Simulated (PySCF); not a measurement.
Electron correlation in Ge (germanium, neutral)

[Ar] 3d10 4s2 4p2, high-spin 3P determinant. All numbers are calculated (PySCF 2.14, scalar relativity through the core potential, in aug-cc-pVTZ-PP with ECP10MDF). Frozen: 3s2 3p6 3d10; 4 electrons correlated.

MP2 pair energies summed by pair of shells (mhartree):

```csv
pair,energy,share (%)
4s-4p,-30.43,60.0
4s-4s,-15.39,30.3
4p-4p,-4.91,9.7
```

Total MP2 correlation energy: -50.73 mhartree.

Same-spin part -8.87 and opposite-spin part -41.86 mhartree; SCS-MP2 scales them by 1/3 and 6/5 to -53.19 mhartree.
